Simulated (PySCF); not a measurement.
Geometry:
```tsv
atom	x (Å)	y (Å)	z (Å)
N1	3.644	0.426	-0.307
C2	2.572	0.311	0.078
C3	1.222	0.175	0.519
C4	0.713	-1.257	0.260
O5	-0.611	-1.454	0.677
C6	-1.586	-0.853	-0.143
C7	-1.640	0.672	-0.007
Si8	0.067	1.420	-0.383
H9	1.192	0.361	1.597
H10	1.307	-1.976	0.833
H11	0.819	-1.495	-0.810
H12	-2.532	-1.299	0.174
H13	-1.407	-1.128	-1.195
H14	-2.410	1.056	-0.675
H15	-1.946	0.916	1.011
H16	0.350	1.380	-1.821
H17	0.240	2.757	0.182
```

[PySCF: GFN2-xTB structure; shieldings: GIAO PBE0/pcSseg-1; relativity neglected; no solvent; one computed conformer]

Question: List the cross peaks expected in HSQC, COSY and HMBC spectra.

Answer: 

HSQC (one-bond C–H):
```csv
δH,δC
4.67 (H10),73.4 (C4)
4.55 (H12),71.3 (C6)
3.47 (H13),71.3 (C6)
3.47 (H11),73.4 (C4)
1.98 (H9),10.4 (C3)
1.11 (H15),10.9 (C7)
0.56 (H14),10.9 (C7)
```

COSY cross peaks (H two or three bonds apart, from the bond graph; peaks can be absent where the dihedral angle is near 90°):
```csv
δH,δH
4.67 (H10),3.47 (H11)
4.67 (H10),1.98 (H9)
4.55 (H12),3.47 (H13)
4.55 (H12),1.11 (H15)
4.55 (H12),0.56 (H14)
4.43 (H17),4.34 (H16)
4.43 (H17),1.98 (H9)
4.43 (H17),1.11 (H15)
4.43 (H17),0.56 (H14)
4.34 (H16),1.98 (H9)
4.34 (H16),1.11 (H15)
4.34 (H16),0.56 (H14)
3.47 (H13),1.11 (H15)
3.47 (H13),0.56 (H14)
3.47 (H11),1.98 (H9)
1.11 (H15),0.56 (H14)
```

HMBC (two and three bonds, from the bond graph):
```csv
δH,δC
4.67 (H10),"123.0 (C2), 71.3 (C6), 10.4 (C3)"
4.55 (H12),"73.4 (C4), 10.9 (C7)"
4.43 (H17),"123.0 (C2), 73.4 (C4), 71.3 (C6), 10.9 (C7), 10.4 (C3)"
4.34 (H16),"123.0 (C2), 73.4 (C4), 71.3 (C6), 10.9 (C7), 10.4 (C3)"
3.47 (H13),"73.4 (C4), 10.9 (C7)"
3.47 (H11),"123.0 (C2), 71.3 (C6), 10.4 (C3)"
1.98 (H9),"123.0 (C2), 73.4 (C4), 10.9 (C7)"
1.11 (H15),"71.3 (C6), 10.4 (C3)"
0.56 (H14),"71.3 (C6), 10.4 (C3)"
```

References, each an isolated molecule treated in the same way: TMS for 1H (31.72 ppm) and 13C (186.93 ppm).

Short H···H contacts in this conformer between protons four or more bonds apart (candidates for NOE cross peaks, intensity ∝ r⁻⁶): H11···H13 2.29 Å.

Shifts are as computed. Against solution values, carbons near 30 ppm lie about +3 ppm off and those near 130 ppm about +5 ppm. Of 1309 compounds with measured shifts, 239 miss one by over three times the rms of a fit or turn the order of signals round; such compounds aren't used in these exercises.
